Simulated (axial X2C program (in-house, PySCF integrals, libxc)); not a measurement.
# Levels of LiIr⁺ by electron attachment to LiIr²⁺ (EOM-EA-CCSD)

Calculated with an in-house all-electron X2C program for linear molecules (integrals from PySCF): two-component X2C with atomic mean-field Coulomb and Gaunt terms, Gaussian nuclei, basis Ir dyall-acv3z, Li dyall-acv3z with contracted cores.

R = 2.631 Å (near the PBE0 minimum at charge 1 of the determinant lowest at the starting distance; the state shown can have its own minimum elsewhere).

Hartree–Fock spinors of LiIr²⁺ (one of each Kramers pair; a window near the gap, which can cut inner shells):

```json
{"ω": "1/2", "occupied": "yes", "ε (eV)": "-25.15", "character": "98% Ir d"}
{"ω": "3/2", "occupied": "yes", "ε (eV)": "-24.94", "character": "100% Ir d"}
{"ω": "5/2", "occupied": "yes", "ε (eV)": "-23.33", "character": "100% Ir d"}
{"ω": "1/2", "occupied": "yes", "ε (eV)": "-22.92", "character": "91% Ir d, 3% Ir s, 3% Li p"}
{"ω": "1/2", "occupied": "no", "ε (eV)": "-12.59", "character": "54% Ir s, 17% Li p, 16% Li s"}
{"ω": "3/2", "occupied": "no", "ε (eV)": "-10.51", "character": "92% Ir d, 5% Li p, 2% Li d"}
{"ω": "1/2", "occupied": "no", "ε (eV)": "-8.95", "character": "58% Ir p, 21% Li s, 8% Ir s"}
{"ω": "1/2", "occupied": "no", "ε (eV)": "-8.41", "character": "50% Ir p, 33% Li p, 7% Li s"}
{"ω": "3/2", "occupied": "no", "ε (eV)": "-8.07", "character": "52% Ir p, 36% Li p, 7% Ir d"}
{"ω": "1/2", "occupied": "no", "ε (eV)": "-7.17", "character": "46% Li p, 21% Li s, 18% Ir p"}
```

Levels of LiIr⁺ obtained by attaching an electron to LiIr²⁺:

```
  Ω  binding energy (eV)  above lowest (cm⁻¹)                  attached spinor  one-particle weight
1/2               14.019                    0  58% Ir sσ, 17% Li pσ, 12% Li sσ                 0.91
3/2               13.121                 7242             66% Ir dπ, 31% Ir dδ                 0.82
```

This point took 15 s on 1 thread of Intel(R) Xeon(R) 6975P-C (Granite Rapids), on a shared host.

Reference electrons by ω block (each with its −ω partner): 1/2: 22, 3/2: 11, 5/2: 5, 7/2: 1. 8 electrons of LiIr²⁺ correlated (inner shells frozen), 92 natural virtual spinors (a truncated set); levels can be off by some tenths of an eV. Roots sought by Ω: (1/2: 5, 3/2: 4, 5/2: 2, 7/2: 1); rows need 60 % one-particle weight and stop where some Ω has no more roots. Missing are any skipped roots, higher Ω and states of a further excitation; these come out far too high here and may in truth be low or lowest. T1 of the reference 0.021 (Lee–Taylor). The reference was not checked to be the lowest state of its species. Number of frozen shells: Ir 5 s, 4 p, 2 d, 1 f; Li 1 s. Large amplitudes in the reference (orbital relaxation or multireference character) lower the reliability.
